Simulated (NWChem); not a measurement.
boron monoxide dimer (B2O2); SMILES O=BB=O

```xyz
4

O      0.0000     0.0000    -2.0254
B      0.0000     0.0000    -0.8262
B      0.0000     0.0000     0.8262
O      0.0000     0.0000     2.0254
```
Atoms are numbered in this order, from 1.

Program: NWChem. Structure relaxed at the PBE0/def2-SVP level. GIAO values for the isolated, static molecule; σ is the absolute isotropic shielding.

Question: Taking Hartree-Fock/pcSseg-2 as the yardstick, which of these has the fewest basis functions while keeping “σ O1 (ppm)” within 2 ppm of it: Hartree-Fock/cc-pVTZ; Hartree-Fock/cc-pVDZ; Hartree-Fock/pcSseg-1?

Answer: none of them.
```json
[
 {"level": "Hartree-Fock/cc-pVDZ", "basis functions": "56", "σ O1 (ppm)": "43.6", "relative time (rough)": "2"},
 {"level": "Hartree-Fock/pcSseg-1", "basis functions": "68", "σ O1 (ppm)": "11.1", "relative time (rough)": "1"},
 {"level": "Hartree-Fock/cc-pVTZ", "basis functions": "120", "σ O1 (ppm)": "19.3", "relative time (rough)": "8"},
 {"level": "Hartree-Fock/pcSseg-2", "basis functions": "144", "σ O1 (ppm)": "14.4", "relative time (rough)": "10"}
]
```

The yardstick is one finite set, not the basis-set limit.
